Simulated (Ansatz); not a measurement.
Ag₂H₂. The state is a singlet with charge 0. Geometry PBE0-D4/def2-TZVP; atoms count from 1.

```xyz
4

Ag   -0.4784   -1.9245    0.4613
Ag    0.1071    0.6758   -0.1669
H    -0.5081    2.1438   -0.5967
H     0.8794   -0.8952    0.3023
```

In the def2 sets Ag takes a core potential; there is no spin–orbit coupling. The structure comes from a short search, and lower isomers may exist.

(1) Estimate the Mulliken populations from the PBE0/def2-TZVP orbitals of Ansatz.

(2) And the Mayer bond orders between bonded heavy atoms (over 0.3)?

Results:

(1) 
```
atom  charge (e)  d electrons
 Ag1        0.23         9.92
 Ag2       -0.08         9.80
  H3       -0.14            –
  H4       -0.01            –
```
Mulliken values and Mayer orders depend strongly on the basis.

(2) Ag1–Ag2 0.43 (2.74 Å).
